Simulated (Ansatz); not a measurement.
Ansatz results at the PBE0-D4/def2-TZVP geometry: HOMO–LUMO gap (PBE0/def2-TZVPP) 4.62 eV; size of the dipole moment (B3LYP/def2-TZVPP) 2.39 D; LUMO energy (PBE0/def2-TZVPP) -2.22 eV.

Each molecule was computed in one conformer, which needn't be the lowest.

Question: Which molecule gave them?
A. `[SiH3][CH2][GaH][Cl]`
B. `BOC=C=[Se]`
C. `FC1=C[CH]1[GeH3]`
D. `N[Si]1([AlH2])CO1`

Answer: D. The others give `[SiH3][CH2][GaH][Cl]`: 6.63, 2.38, -1.52; `FC1=C[CH]1[GeH3]`: 7.06, 1.18, 0.12; `BOC=C=[Se]`: 3.37, 0.81, -2.98.

B3LYP here is the variant with VWN-RPA as its local correlation; programs differ in this.
